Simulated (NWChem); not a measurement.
System: CH2NO, doublet; SMILES [NH]C=O

The following NWChem deck was run.

```
start job
memory heap 200 mb stack 900 mb global 1100 mb
geometry units angstroms
  N      0.861981    -0.723816    -0.070506
  C     -0.347596    -0.299090     0.065816
  O     -0.521771     0.925032     0.011877
  H      1.591290    -0.033813    -0.212544
  H     -1.145451    -1.027158     0.219527
end
basis spherical
  * library 6-31g*
end
dft
  odft
  mult 2
  xc xpbe96 cpbe96
  iterations 150
end
driver
  maxiter 150
end
task dft optimize
```

NWChem printed, in part:

```
             Northwest Computational Chemistry Package (NWChem) 7.3.0
             --------------------------------------------------------

 CS  symmetry detected

                             Geometry "geometry" -> ""
                             -------------------------

 Output coordinates in angstroms (scale by  1.889725989 to convert to a.u.)

  No.       Tag          Charge          X              Y              Z
 ---- ---------------- ---------- -------------- -------------- --------------
    1 N                    7.0000     0.16649354    -1.09337039     0.00000000
    2 C                    6.0000    -0.45492980     0.03618058     0.00000000
    3 O                    8.0000     0.24121907     1.05945853     0.00000000
    4 H                    1.0000     1.18030153    -1.07429390     0.00000000
    5 H                    1.0000    -1.54593007     0.03513486     0.00000000

 Effective nuclear repulsion energy (a.u.)      65.5467798265

      Symmetry information
      --------------------

 Group name             Cs
 Group number              2
 Group order               2
 No. of unique centers     5

                                Z-matrix (autoz)
                                --------

 Units are Angstrom for bonds and degrees for angles

      Type          Name      I     J     K     L     M      Value
      ----------- --------  ----- ----- ----- ----- ----- ----------
    1 Stretch                  1     2                       1.28921
    2 Stretch                  1     4                       1.01399
    3 Stretch                  2     3                       1.23763
    4 Stretch                  2     5                       1.09100
    5 Bend                     1     2     3               116.95463
    6 Bend                     1     2     5               118.76251
    7 Bend                     2     1     4               117.73944
    8 Bend                     3     2     5               124.28287
    9 Torsion                  3     2     1     4           0.00000
   10 Torsion                  4     1     2     5         180.00000

  pbe96 is a nonlocal functional; adding pw91lda local functional.

                           NWChem Geometry Optimization
                           ----------------------------

 maximum gradient threshold         (gmax) =   0.000450
 rms gradient threshold             (grms) =   0.000300
 maximum cartesian step threshold   (xmax) =   0.001800
 rms cartesian step threshold       (xrms) =   0.001200
 fixed trust radius                (trust) =   0.300000
 source of zmatrix                         =   autoz

          -------------------
          Energy Minimization
          -------------------

 Using diagonal initial Hessian
 Scaling for Hessian diagonals: bonds = 1.00  angles = 0.25  torsions = 0.10

          --------
          Step   0

                                 NWChem DFT Module
                                 -----------------

[...]

      ----------------------
      Optimization converged
      ----------------------

  Step       Energy      Delta E   Gmax     Grms     Xrms     Xmax
  ---- ---------------- -------- -------- -------- -------- --------
@    4    -169.01406052 -7.7D-08  0.00002  0.00001  0.00020  0.00043
                                     ok       ok       ok       ok

                                Z-matrix (autoz)
                                --------

 Units are Angstrom for bonds and degrees for angles

      Type          Name      I     J     K     L     M      Value     Gradient
      ----------- --------  ----- ----- ----- ----- ----- ---------- ----------
    1 Stretch                  1     2                       1.31509    0.00002
    2 Stretch                  1     4                       1.03198    0.00001
    3 Stretch                  2     3                       1.27324   -0.00002
    4 Stretch                  2     5                       1.10206    0.00000
    5 Bend                     1     2     3               117.67567    0.00001
    6 Bend                     1     2     5               120.31591   -0.00001
    7 Bend                     2     1     4               116.27639   -0.00001
    8 Bend                     3     2     5               122.00842    0.00000
    9 Torsion                  3     2     1     4           0.00000    0.00000
   10 Torsion                  4     1     2     5         180.00000    0.00000

                         Geometry "geometry" -> "geometry"
                         ---------------------------------

 Output coordinates in angstroms (scale by  1.889725989 to convert to a.u.)

  No.       Tag          Charge          X              Y              Z
 ---- ---------------- ---------- -------------- -------------- --------------
    1 N                    7.0000     0.17145516    -1.12593054     0.00000000
    2 C                    6.0000    -0.46258879     0.02622205     0.00000000
    3 O                    8.0000     0.24015703     1.08796338     0.00000000
    4 H                    1.0000     1.20241043    -1.08005007     0.00000000
    5 H                    1.0000    -1.56427957     0.05490487     0.00000000

 Effective nuclear repulsion energy (a.u.)      64.0498218420

      Symmetry information
      --------------------

 Group name             Cs
 Group number              2
 Group order               2
 No. of unique centers     5

                Final and change from initial internal coordinates
                --------------------------------------------------

                                Z-matrix (autoz)
                                --------

 Units are Angstrom for bonds and degrees for angles

[...]
```

Level: PBE/6-31G* (spherical d), spin-unrestricted. No stability test was run on the SCF state.
